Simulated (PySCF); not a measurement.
Computed IR spectrum (relative IR intensity) of a molecule C4H11FSi. Geometry: PBE-D3(BJ)/def2-SVP. Other conformers were not sampled. Calculation: PySCF 2.14.0 with PBE-D3(BJ)/def2-SVP. Frequencies are harmonic and unscaled.

Lines under 2 % of the strongest are left out, and lines within 2 cm⁻¹ are merged.

ν (cm⁻¹): 220 (vw), 420 (vw), 586 (w), 602 (w), 757 (w), 828 (w), 876 (vs), 881 (vw), 907 (m), 947 (w), 1029 (w), 1055 (vw), 1073 (w), 1108 (vw), 1178 (vw), 1421 (vw), 1431 (vw), 2157 (m), 2176 (m), 2186 (s), 2934 (w), 2953 (vw), 2964 (w), 2966 (m), 3000 (w), 3024 (w), 3050 (m), 3060 (w) (against the strongest line: vs over 80 %, s over 45 %, m over 15 %, w over 4 %, vw less)

Pick the molecule that these values belong to.
A) CCC[SiH2]CF
B) CC[Si@@H](C)CF
C) CC[SiH](F)CC
D) CCC[C@@H](F)[SiH3]

D, CCC[C@@H](F)[SiH3]
